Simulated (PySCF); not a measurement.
## InH3: breathing scan

All numbers come from PBE/[In def2-TZVP with ECP28, H def2-TZVP], scalar-relativistic core potentials, density fitting, no spin–orbit coupling, PySCF.

Rigid scan from the singlet minimum (In–H 1.737 Å (×3); H–In–H 120.0° (×3)). Coordinate: all bonds to the central atom scaled together. Energies in kJ/mol from the minimum.

Predict the curve at 0.88, 0.92, 0.96, 1.00, 1.04, 1.08, 1.14, 1.22, 1.35.


| scale of all bonds to the centre | E (kJ/mol) |
| --- | --- |
| 0.88 | 97.0 |
| 0.92 | 38.8 |
| 0.96 | 8.8 |
| 1.00 | 0.0 |
| 1.04 | 7.2 |
| 1.08 | 26.1 |
| 1.14 | 69.9 |
| 1.22 | 144.6 |
| 1.35 | 277.8 |

At long bonds a restricted determinant can lie too high, and another spin state can fall below this curve.

The scan took roughly 30 core-seconds on a shared host.
